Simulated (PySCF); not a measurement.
## Li (lithium, neutral) across methods

[He] 3d1, 2D determinant (an excited configuration). Computed with PySCF 2.14 in dyall-acv3z (15s9p3d, 57 functions), with no relativity, point nucleus.

```
method  E (hartree)  mean ε 1s α (eV)  mean ε 1s β (eV)  mean ε 3d α (eV)  Σ⟨r²⟩ (bohr²)   ⟨S²⟩
 B97-3      -7.3258           -59.906           -59.905             0.169          35.95  0.750
   UHF     -7.24424           -70.877           -70.877            -0.213          35.36  0.750
 wB97X      -7.3037           -61.618           -61.617            -0.504          35.34  0.750
   LDA      -7.1694           -54.545           -54.544             0.733          35.83  0.750
revPBE      -7.3215           -55.441           -55.441             0.389          35.80  0.750
  PBE0      -7.2930           -59.407           -59.407             0.260          35.65  0.750
r2SCAN      -7.3086           -56.859           -56.861             0.629          35.85  0.750
   PBE      -7.2934           -55.345           -55.344             0.476          35.78  0.750
```

**Question.** Estimate the same row for M06-2X.

**Answer.** E (hartree) = -7.3104; mean ε 1s α (eV) = -63.371; mean ε 1s β (eV) = -63.369; mean ε 3d α (eV) = 0.113; Σ⟨r²⟩ (bohr²) = 35.96; ⟨S²⟩ = 0.750.

The outer electron is Rydberg-like, and this basis confines it to a smaller radius and binds it less than a complete one would.

The highest occupied level is positive at B97-3, LDA, M06-2X, revPBE, PBE0, r2SCAN, PBE: only the finite basis holds that electron, which in a density functional comes from self-interaction.
